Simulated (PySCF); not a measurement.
# Radial density of P⁺ (phosphorus, charge +1)

UHF, [Ne] 3s2 3p2, high-spin 3P determinant. Computed with PySCF 2.14 in x2c-SVPall, with the spin-free X2C one-electron Hamiltonian (Gaussian nucleus).

```csv
r (bohr),4πr²ρ (e/bohr),4πr²(ρα − ρβ)
0.00172,0.08018,0.0000
0.00289,0.2233,0.0000
0.00486,0.6056,0.0000
0.00818,1.546,0.0001
0.0138,3.583,0.0002
0.0231,7.561,0.0007
0.0389,13.20,0.0027
0.0654,17.15,0.0123
0.110,14.26,0.0483
0.185,10.79,0.1370
0.311,15.29,0.1920
0.524,12.61,0.0407
0.881,3.334,0.1702
1.48,2.346,1.0083
2.49,1.258,0.6685
4.19,0.1272,0.1007
7.05,0.0001662,0.0001
```

Densities and radii are taken from the X2C orbitals without a picture-change correction, which distorts them close to the nucleus.
